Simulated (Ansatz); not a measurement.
Computed with Ansatz on PBE0-D4/def2-TZVP structures; ΔE is electronic, products minus reactants. CCSD(T)/CBS adds triple-zeta CCSD(T) − MP2 to the extrapolated MP2 energy (def2 sets, frozen cores). This one scheme is used for every species. Functionals use def2-TZVPP. One conformer a species, not always the lowest.

`[SiH3]OBCl` + NH₃ → `NBCl` + `O[SiH3]`  (ligand exchange at a B–O bond)

`[SiH3]OBCl`:

Z-matrix (Å, degrees):
```
Si
O 1 1.668
H 1 1.482 2 109.7
H 1 1.479 2 105.7 3 119.2
H 1 1.482 2 109.7 3 -121.7
B 2 1.335 1 132.7 3 60.9
Cl 6 1.771 2 120.6 1 0.0
H 6 1.191 2 121.3 1 180.0
```

NH₃:

Z-matrix (Å, degrees):
```
N
H 1 1.013
H 1 1.013 2 107.1
H 1 1.013 2 107.1 3 -114.5
```

`NBCl`:

Z-matrix (Å, degrees):
```
N
B 1 1.383
H 1 1.006 2 123.2
H 1 1.005 2 122.2 3 -180.0
Cl 2 1.768 1 119.7 3 -0.0
H 2 1.191 1 121.5 3 180.0
```

`O[SiH3]`:

Cartesian coordinates in Å:
```
O 0.327 -1.140 -0.486
Si 0.010 0.290 0.268
H -0.112 -1.314 -1.319
H 0.398 1.454 -0.576
H 0.813 0.281 1.512
H -1.435 0.428 0.600
```

(1) Is it downhill or uphill in electronic energy at CCSD(T)/CBS, and by how much? (An estimate is asked.)

(2) What do these levels give: BHLYP, CAM-B3LYP, CCSD(T)/def2-SVP, MP2/def2-QZVPP, HF/CBS(def2), CCSD/CBS(def2)? (Best estimate.)

Largest T1 diagnostic among the species: 0.012.

Results:

(1) Ansatz gave: Uphill: ΔE = +8.8 kJ/mol.

(2) The calculation gave: BHLYP 5.0, CAM-B3LYP 3.0, CCSD(T)/def2-SVP 12.1, MP2/def2-QZVPP 7.8, HF/CBS(def2) 11.4, CCSD/CBS(def2) 8.4 kJ/mol.

At CCSD(T), def2-SVP lies +3.2 kJ/mol from the extrapolated value and def2-TZVPP −0.3 kJ/mol. Leaving LDA and LC-ωPBE aside and taking each functional with its dispersion term where it has one, the values, not all of them listed here, spread over 7.4 kJ/mol, from PBE-D4 to BHLYP-D4. The D4 term adds +5.0 kJ/mol with B3LYP and +2.8 kJ/mol with PBE0; it sums over pairs of atoms, weighted by their polarisabilities, and B3LYP, whose exchange is more repulsive, gets the larger term.

B3LYP here is the variant with VWN-RPA as its local correlation; programs differ in this.
